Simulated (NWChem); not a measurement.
## H$_{6}$BP

SMILES: B.P
```xyz
8

B     -0.8495     1.0836     0.0000
H     -0.5599     1.6807     1.0328
H     -0.5599     1.6807    -1.0328
H     -1.9678     0.5773     0.0000
P      0.3372    -0.4301     0.0000
H      1.7471    -0.1934     0.0000
H      0.2651    -1.3556    -1.0874
H      0.2651    -1.3556     1.0874
```
Charge 0, spin multiplicity 1.

Program: NWChem. The geometry was optimised at PBE/def2-SVP, a minimum by its harmonic frequencies.

Symmetry labels belong to the abelian group Cs used in the runs, with the axes of the coordinates shown; states degenerate in a higher group split over its labels.

The structure started from a generated list of species.

### Question
List the lowest 3 singlet excitations that TD-PBE/def2-SVPD gives, with oscillator strengths.

### Answer
```tsv
state	symmetry	energy (eV)	wavelength (nm)	f
1	a'	6.58	188	0.000
2	a"	6.59	188	0.000
3	a"	6.72	185	0.000
```
